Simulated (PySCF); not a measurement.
Ti(Cl)4(NH3) (Cl₄H₃NTi), SMILES [NH3]->[Ti]([Cl])([Cl])([Cl])[Cl], multiplicity 1. Atoms are numbered in the order given.

```xyz
9

Ti     0.0000     0.0000     0.0255
Cl     1.8824    -1.0868    -0.2839
Cl     0.0000     0.0000     2.2000
Cl     0.0000     2.1736    -0.2839
Cl    -1.8824    -1.0868    -0.2839
N      0.0000     0.0000    -2.2402
H      0.0000    -0.9555    -2.6003
H      0.8275     0.4778    -2.6003
H     -0.8275     0.4778    -2.6003
```
Charge 0, spin multiplicity 1.

Geometry: ωB97X-D3(BJ)/def2-SVP. The spin state was assumed, not searched.

Two levels are set side by side: PBE/pcSseg-1 (PySCF) and PBE0/pcSseg-1 (PySCF). GIAO shifts against HCl (³⁵Cl), NH3 (¹⁵N), TMS (¹H) at the same level; non-relativistic, no solvent, atoms listed together averaged. Without spin–orbit terms, shifts of atoms bonded to Cl or Br come out too high at both levels. Differences are taken from unrounded values.

| quantity | PBE0 |
|---|---|
| δ(¹⁵N) of N6 (ppm) | 62.9 |
| δ(¹H) of H7, H8, H9 (ppm) | 2.33 |

Question: What does PBE give, and how far is it from PBE0? (Estimate from the structure and the level; the computed values follow.)

Answer: 
```tsv
quantity	PBE	PBE minus PBE0
δ(¹⁵N) of N6 (ppm)	66.5	3.6
δ(¹H) of H7, H8, H9 (ppm)	2.20	-0.13
```

Rough cost on one machine, each run with all the roots and properties that it gave: PBE0 against PBE within a factor of 2.
